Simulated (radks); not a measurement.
The numbers below are computed, except where a source is named.
Spherical quantum dot in the effective-mass picture: electrons in a parabolic well V = omega^2 r^2 / 2 with omega = 0.0653, all in effective atomic units (hartree* = m*/eps^2 hartree, bohr* = eps/m* bohr), one dielectric constant everywhere. Level of theory: non-relativistic Kohn-Sham, LDA (Slater exchange, Perdew-Wang correlation), spin-polarised, spherical densities (a radial shooting solver with Libxc functionals). Levels are named by radial order and angular momentum (1s, 1p, 1d, 2s, ...), and open shells are averaged over m.

N = 28, configuration 1s2 1p6 1d10 2s2 1f(up 7, down 1). This is the lowest configuration that the search found (a dilute case). Occupied and some empty levels:

| level | occupation | eigenvalue (hartree*) | <r> (bohr*) |
|---|---|---|---|
| 1s up | 1 | 2.1354 | 11.98 |
| 1s down | 1 | 2.1398 | 11.08 |
| 1p up | 3 | 2.1444 | 13.56 |
| 1p down | 3 | 2.1503 | 13.21 |
| 1d up | 5 | 2.1567 | 14.49 |
| 1d down | 5 | 2.1634 | 14.37 |
| 2s up | 1 | 2.1663 | 10.09 |
| 2s down | 1 | 2.1689 | 10.68 |
| 1f up | 7 | 2.1722 | 15.18 |
| 1f down | 1 | 2.1792 | 15.16 |
| 2p up | 0 | 2.1888 | 11.47 |
| 1g up | 0 | 2.1908 | 15.75 |
| 2p down | 0 | 2.1915 | 11.57 |
| 1g down | 0 | 2.1978 | 15.78 |
| 2d up | 0 | 2.2129 | 12.76 |
| 2d down | 0 | 2.2162 | 12.71 |

Energy (hartree*): total 35.9203, kinetic 0.89522, external 12.364, Hartree 25.371, exchange-correlation -2.7095.
